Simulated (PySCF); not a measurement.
MGe cations for M along the fourth-period p block

PBE0 with double-zeta basis sets in PySCF, for the lowest determinant that a PBE0 search found; no spin–orbit coupling. De refers to high-spin ground-configuration atoms (the charge goes to the atom of lower measured ionisation energy or higher electron affinity, which is not always the lowest computed limit). A positive dipole points towards Ge; it is taken about the centre of mass and depends on that origin.

| M | basis | charged atom | state (unpaired electrons) | Re (Å) | ωe (cm⁻¹) | De (eV) | μ (D) |
| --- | --- | --- | --- | --- | --- | --- | --- |
| Ga | pcseg-1 | Ga+ | triplet (σ ↑, π ↑) | 2.891 | 116 | 1.03 | -1.54 |
| Ge | pcseg-1 | Ge+ | quartet (σ ↑, π ↑↑) | 2.420 | 260 | 3.25 | n/a |
| Se | cc-pVDZ-PP | Ge+ | doublet (π ↑) | 2.302 | 325 | 3.42 | 2.66 |
| Br | pcseg-1 | Ge+ | singlet (closed shell) | 2.232 | 364 | 4.19 | 3.65 |

The shortest bond is that of GeBr⁺ (2.232 Å), the longest that of GaGe⁺ (2.891 Å). GeBr⁺ is bound most strongly (4.19 eV) and GaGe⁺ least (1.03 eV).

The rows differ in basis set, which adds steps of its own.

The state changes along the series, so neighbouring rows are not always alike in their bonding.

For an ion De counts to the pair picked by the measured ionisation energies or electron affinities, which need not be the lowest pair at this level. States were picked by a PBE0 search and need not be the measured ground states.
